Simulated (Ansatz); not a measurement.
CH₅BClN (`CB(N)Cl`), relaxed with RKS PBE0-D4/def2-TZVP in Ansatz 0.2.0 from a PBE-D4/def2-SVP geometry. The force threshold is 0.005 eV/Å; the program also tests the step.

Charge 0, multiplicity 1.

Start:

```xyz
9

C    -0.671   -0.562    0.828
B    -0.138    0.377   -0.319
N     1.174    0.339   -0.810
Cl   -1.253    1.580   -1.060
H    -1.048    0.043    1.679
H     0.093   -1.266    1.217
H    -1.538   -1.156    0.470
H     1.507    0.953   -1.554
H     1.875   -0.309   -0.452
```

Task: By how much does the energy fall, and how many steps does the optimiser take? (Estimate.)

Result: The calculation gave: 0.03 eV, in 5 steps.

Task: Which bonds change most? (Estimate.)

Result: The calculation gave: C1–H5 from 1.110 to 1.094 Å; C1–H7 from 1.110 to 1.094 Å; C1–H6 from 1.109 to 1.093 Å; N3–H8 from 1.020 to 1.005 Å.

Task: Give the relaxed structure. (An estimate is asked.)

Result: Ansatz gave: 
```xyz
9

C    -0.667   -0.558    0.823
B    -0.135    0.373   -0.315
N     1.165    0.336   -0.804
Cl   -1.242    1.566   -1.050
H    -1.037    0.039    1.661
H     0.088   -1.250    1.202
H    -1.520   -1.144    0.467
H     1.492    0.941   -1.536
H     1.855   -0.304   -0.449
```
